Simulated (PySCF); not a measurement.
Cd⁺ (cadmium, charge +1) across methods

[Kr] 4d10 5s1, 2S determinant. Calculation: PySCF 2.14, in x2c-TZVPPall; the spin-free X2C one-electron Hamiltonian (Gaussian nucleus). The B2PLYP total includes its PT2 part (frozen core); its orbital energies are those of the SCF part.

| method | E (hartree) | mean ε 4d α (eV) | mean ε 4d β (eV) | mean ε 5s α (eV) | Σ⟨r²⟩ (bohr²) | ⟨S²⟩ |
| --- | --- | --- | --- | --- | --- | --- |
| BP86 | -5594.28 | -20.760 | -20.529 | -13.675 | 38.21 | 0.751 |
| B2PLYP | -5593.08 | -24.777 | -24.596 | -14.829 | 38.32 | 0.751 |
| LDA | -5587.96 | -20.873 | -20.654 | -13.812 | 38.24 | 0.751 |
| r2SCAN | -5593.64 | -21.033 | -20.770 | -13.714 | 38.09 | 0.752 |
| HSE06 | -5593.23 | -22.363 | -22.146 | -13.858 | 38.21 | 0.751 |
| PBE | -5593.22 | -20.649 | -20.404 | -13.470 | 38.31 | 0.751 |
| UHF | -5591.04389 | -28.214 | -28.057 | -15.715 | 38.51 | 0.751 |
| PBE0 | -5593.30 | -22.788 | -22.564 | -14.190 | 38.19 | 0.751 |

(1) Estimate the same row for TPSSh.

Answers

(1) E (hartree) = -5593.41; mean ε 4d α (eV) = -21.497; mean ε 4d β (eV) = -21.247; mean ε 5s α (eV) = -13.631; Σ⟨r²⟩ (bohr²) = 38.21; ⟨S²⟩ = 0.751.
